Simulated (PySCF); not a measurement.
Start geometry of `BNCBOB` from a GFN2-xTB structure with every atom displaced at random (by about 0.01 Å) (Å):
```
atom  x, y, z in Å
B1    -2.029    0.654   -0.492
N2    -1.100    0.334    0.428
C3    -0.586   -0.987    0.713
B4     1.028   -1.148    0.351
O5     1.629   -0.164   -0.191
B6     2.141    0.914   -0.714
H7    -2.311    1.810   -0.635
H8    -2.571   -0.161   -1.111
H9    -0.606    1.059    0.969
H10   -0.730   -1.219    1.794
H11   -1.166   -1.714    0.167
H12    1.559   -2.163    0.585
H13    2.607    1.735   -0.022
H14    2.128    1.036   -1.877
```

Task: What comes out of this run: PBE0-D3(BJ)/def2-SVP geometry optimisation, gas phase in PySCF?

Result: 
```
atom  x, y, z in Å
B1    -2.0476    0.7349   -0.3110
N2    -1.0442    0.3544    0.5699
C3    -0.5017   -0.9702    0.7746
B4     0.9980   -1.1768    0.3273
O5     1.6469   -0.1869   -0.2897
B6     2.0598    0.8964   -0.9527
H7    -2.3512    1.9037   -0.3793
H8    -2.5896   -0.1135   -0.9842
H9    -0.5853    1.0731    1.1198
H10   -0.6105   -1.2979    1.8271
H11   -1.1044   -1.6958    0.1984
H12    1.5837   -2.2183    0.5235
H13    2.5978    1.7829   -0.3282
H14    1.9007    0.9420   -2.1506
```

The energy falls by 8.6 kcal/mol over 13 energy and gradient evaluations, the largest force component goes from 0.0703 to 3.5e-04 Eh/bohr, and the atoms move by 0.091 Å rms after alignment. The bond that changes most is C3–B4 (sp3 carbon bound to nitrogen to three-coordinate boron), which shortens by 0.084 Å. Bonds longer at the end by more than 0.005 Å: 9 of 13; shorter: 3. Among the angles that change most is B4–O5–B6, from 174.3° to 168.9°. Rotational constants go from 5890, 2409, 1848 to 5598, 2416, 1830 MHz. The orientation of the end geometry is arbitrary; only internal coordinates are fixed.

The run used 124 basis functions and 80 SCF cycles in all. Hardware: Arm Neoverse V2, one thread (shared host). Cost: 73 s of wall time, 0.49 GiB resident at most.

No PBE0-D3(BJ)/def2-SVP frequencies stand behind this structure, so it isn't proved a minimum. The numbers are those of one conformer.
